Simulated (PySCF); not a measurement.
## Fractional electron number in Sb²⁺ (antimony, charge +2)

The 5p alpha orbital of [Kr] 4d10 5s2 5p1 is emptied in steps (occupation f), with all orbitals relaxed, ending at [Kr] 4d10 5s2. Computed with PySCF 2.14 in def2-SVP with the def2 core potential (28 electrons) (4s4p2d, 26 functions), with scalar relativity through the core potential. The exact energy is a straight line in f; departures are measured from the line between the end points of the same method.

Question: Among UHF, LDA, PBE, PBE0, r2SCAN, LC-wPBE, BHandHLYP, wB97X, MN15, HSE06, which shows the largest delocalisation error (convex curve), and which is closest to linear?

Answer: Most convex: LDA (-1.094 eV at f = 0.5); closest to linear: UHF (0.065 eV).

```tsv
f	UHF (eV)	LDA (eV)	PBE (eV)	PBE0 (eV)	r2SCAN (eV)	LC-wPBE (eV)	BHandHLYP (eV)	wB97X (eV)	MN15 (eV)	HSE06 (eV)
1	0.000	0.000	0.000	0.000	0.000	0.000	0.000	0.000	0.000	0.000
0.75	0.049	-0.821	-0.792	-0.580	-0.748	-0.086	-0.397	-0.165	-0.468	-0.665
0.5	0.065	-1.094	-1.052	-0.769	-0.982	-0.108	-0.529	-0.225	-0.614	-0.885
0.25	0.048	-0.818	-0.784	-0.572	-0.718	-0.074	-0.396	-0.173	-0.453	-0.660
0	0.000	0.000	0.000	0.000	0.000	0.000	0.000	0.000	0.000	0.000
```

| method | E(f=0) − E(f=1) (eV) | −ε at f=1 (eV) | −ε at f=0.5 (eV) |
| --- | --- | --- | --- |
| UHF | 24.113 | 24.380 | 24.109 |
| LDA | 24.937 | 20.566 | 24.943 |
| PBE | 24.734 | 20.504 | 24.753 |
| PBE0 | 24.758 | 21.648 | 24.782 |
| r2SCAN | 24.900 | 20.874 | 24.976 |
| LC-wPBE | 24.914 | 24.435 | 24.944 |
| BHandHLYP | 24.711 | 22.590 | 24.714 |
| wB97X | 24.639 | 23.774 | 24.617 |
| MN15 | 24.758 | 22.228 | 24.799 |
| HSE06 | 24.774 | 21.221 | 24.787 |

Reference removal energy between the ground levels: 25.323 eV (measured; NIST Atomic Spectra Database, ionization energies). The calculation has no spin-orbit coupling. UHF lacks correlation.
